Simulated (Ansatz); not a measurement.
Geometry optimisation, RKS r2SCAN-D4/6-31G* in Ansatz 0.2.0.

Input:

```yaml
crystal:
  periodic: [false, false, false]
  atoms:
    - { symbol: B, position_ang: [-0.6833, -1.2782, 1.6978] }
    - { symbol: C, position_ang: [0.4648, -1.1829, 0.6481] }
    - { symbol: Si, position_ang: [0.5346, 0.5169, -0.1463] }
    - { symbol: C, position_ang: [-0.894, 0.856, -1.1475] }
    - { symbol: S, position_ang: [2.2898, 0.5961, -1.4295] }
    - { symbol: H, position_ang: [-0.74, -0.4975, 2.6217] }
    - { symbol: H, position_ang: [-1.5916, -1.9951, 1.5309] }
    - { symbol: H, position_ang: [0.3493, -1.9227, -0.1507] }
    - { symbol: H, position_ang: [1.4232, -1.3785, 1.2206] }
    - { symbol: H, position_ang: [3.20597, -0.39901, -1.15605] }
    - { symbol: H, position_ang: [-1.8695, 0.823, -0.4629] }
    - { symbol: H, position_ang: [-1.0487, 0.0748, -1.911] }
    - { symbol: H, position_ang: [-0.9366, 1.8698, -1.6371] }
    - { symbol: H, position_ang: [1.9943, 1.9508, -1.7468] }
basis:
  gaussian: { orbitals: "6-31G*" }
hamiltonian:
  xc: r2scan
  dispersion: d4
relax:
  f_tol: 0.02
  max_steps: 50
```

Run as:

```bash
$ ansatz run input.yaml --threads 2 --pin off --max-ram 3072MiB --backend cpu --events-out ev --progress --plain --runs-dir out
```

Task: Where does it end, and by what steps?

Result: The forces met the threshold. After 24 steps the energy has fallen by 3.195 eV; H10 moved furthest, 1.52 Å.

```json
{"step": "0", "energy less start (eV)": "0.0000", "largest force component (eV/Å)": "3.923", "accepted": "yes"}
{"step": "1", "energy less start (eV)": "-0.9662", "largest force component (eV/Å)": "1.676", "accepted": "yes"}
{"step": "2", "energy less start (eV)": "-1.6185", "largest force component (eV/Å)": "1.905", "accepted": "yes"}
{"step": "3", "energy less start (eV)": "-2.2088", "largest force component (eV/Å)": "2.094", "accepted": "yes"}
{"step": "4", "energy less start (eV)": "-2.6313", "largest force component (eV/Å)": "1.732", "accepted": "yes"}
{"step": "5", "energy less start (eV)": "-2.9493", "largest force component (eV/Å)": "1.221", "accepted": "yes"}
{"step": "6", "energy less start (eV)": "-3.0744", "largest force component (eV/Å)": "0.782", "accepted": "yes"}
{"step": "7", "energy less start (eV)": "-3.1419", "largest force component (eV/Å)": "0.446", "accepted": "yes"}
{"step": "8", "energy less start (eV)": "-3.1497", "largest force component (eV/Å)": "0.498", "accepted": "yes"}
{"step": "9", "energy less start (eV)": "-3.1712", "largest force component (eV/Å)": "0.336", "accepted": "yes"}
{"step": "10", "energy less start (eV)": "-3.1687", "largest force component (eV/Å)": "0.318", "accepted": "no"}
{"step": "11", "energy less start (eV)": "-3.1870", "largest force component (eV/Å)": "0.110", "accepted": "yes"}
{"step": "12", "energy less start (eV)": "-3.1900", "largest force component (eV/Å)": "0.062", "accepted": "yes"}
{"step": "13", "energy less start (eV)": "-3.1912", "largest force component (eV/Å)": "0.078", "accepted": "yes"}
{"step": "14", "energy less start (eV)": "-3.1922", "largest force component (eV/Å)": "0.086", "accepted": "yes"}
{"step": "15", "energy less start (eV)": "-3.1927", "largest force component (eV/Å)": "0.027", "accepted": "yes"}
{"step": "16", "energy less start (eV)": "-3.1931", "largest force component (eV/Å)": "0.040", "accepted": "yes"}
{"step": "17", "energy less start (eV)": "-3.1936", "largest force component (eV/Å)": "0.057", "accepted": "yes"}
{"step": "18", "energy less start (eV)": "-3.1933", "largest force component (eV/Å)": "0.094", "accepted": "no"}
{"step": "19", "energy less start (eV)": "-3.1942", "largest force component (eV/Å)": "0.034", "accepted": "yes"}
{"step": "20", "energy less start (eV)": "-3.1941", "largest force component (eV/Å)": "0.050", "accepted": "no"}
{"step": "21", "energy less start (eV)": "-3.1945", "largest force component (eV/Å)": "0.025", "accepted": "yes"}
{"step": "22", "energy less start (eV)": "-3.1946", "largest force component (eV/Å)": "0.034", "accepted": "yes"}
{"step": "23", "energy less start (eV)": "-3.1947", "largest force component (eV/Å)": "0.020", "accepted": "yes"}
{"step": "24", "energy less start (eV)": "-3.1948", "largest force component (eV/Å)": "0.013", "accepted": "yes"}
```

```xyz
14
Properties=species:S:1:pos:R:3
B -0.796 -1.293 1.593
C 0.549 -1.042 0.899
Si 0.487 0.868 0.352
C -0.810 0.739 -1.069
S 2.440 0.542 -1.113
H -0.969 -0.972 2.741
H -1.733 -1.741 0.983
H 0.697 -1.659 0.002
H 1.413 -1.100 1.575
H 2.154 -0.190 -2.229
H -1.809 0.771 -0.605
H -0.765 -0.191 -1.655
H -0.761 1.594 -1.756
H 2.402 1.707 -1.787
```

Time of the run: 99 s on 2 threads of AMD EPYC 7B13 (Zen 3), on a shared host, peak memory 0.2 GiB.
